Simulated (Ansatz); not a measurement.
Reaction (ligand exchange at a Te–C bond): `FC(S)[TeH]` + PH₃ → `P[TeH]` + `FCS`

Gas-phase electronic energies from Ansatz, PBE0-D4/def2-TZVP geometries. CCSD(T)/CBS adds triple-zeta CCSD(T) − MP2 to the extrapolated MP2 energy (def2 sets, frozen cores). This one scheme is used for every species. DFT in def2-TZVPP. B3LYP here is the variant with VWN-RPA as its local correlation; programs differ in this. def2 core potentials past Kr. For Te outer-core shells are correlated without core-valence functions, which leaves a few kJ/mol of doubt a bond. Each species was taken in one conformer, which may not be the lowest.

`FC(S)[TeH]`:

Z-matrix (Å, degrees):
```
C
S 1 1.780
Te 1 2.173 2 109.3
F 1 1.374 2 112.6 3 117.5
H 1 1.089 2 111.7 3 -121.0
H 2 1.349 1 96.6 3 167.2
H 3 1.657 1 92.3 2 -66.3
```

PH₃:

Cartesian coordinates in Å:
```
P 0.323 0.376 0.302
H -0.488 0.760 -0.799
H -0.709 -0.404 0.888
H 0.874 -0.733 -0.392
```

`P[TeH]`:

Cartesian coordinates in Å:
```
P 0.492 0.584 -0.544
Te -0.745 -1.064 0.815
H 0.980 1.345 0.551
H -0.607 1.457 -0.759
H -0.119 -2.322 -0.063
```

`FCS`:

```xyz
6

F     0.718   -1.340   -0.158
C    -0.160   -0.297   -0.333
S     0.515    1.280    0.172
H    -1.071   -0.524    0.223
H    -0.384   -0.207   -1.398
H     0.382    1.089    1.494
```

(1) Is it downhill or uphill in electronic energy at CCSD(T)/CBS, and by how much? (Best estimate.)

(2) What do these levels give: B3LYP-D4, revPBE, r2SCANh, CCSD/def2-SVP, SCS-MP2/def2-TZVPP, CCSD/def2-TZVPP? (An estimate is asked.)

Largest T1 diagnostic among the species: 0.013.

## Answers

(1) The calculation gave: Downhill: ΔE = -78.1 kJ/mol.

(2) Ansatz gave: B3LYP-D4 -80.4, revPBE -85.2, r2SCANh -84.6, CCSD/def2-SVP -78.5, SCS-MP2/def2-TZVPP -76.3, CCSD/def2-TZVPP -78.3 kJ/mol.

From r2SCAN to r2SCAN0 (25 % exact exchange), in def2-TZVPP and without D4, ΔE moves by −5.3 kJ/mol. In def2-TZVPP, CCSD(T) changes the Hartree–Fock value by +20.0 kJ/mol (the triples alone add +2.9 kJ/mol) and MP2 by +18.9 kJ/mol. Leaving LDA and LC-ωPBE aside and taking each functional with its dispersion term where it has one, the values, not all of them listed here, spread over 11.8 kJ/mol, from r2SCAN0-D4 to BLYP-D4. LDA lies +7.1 kJ/mol from PBE without D4.
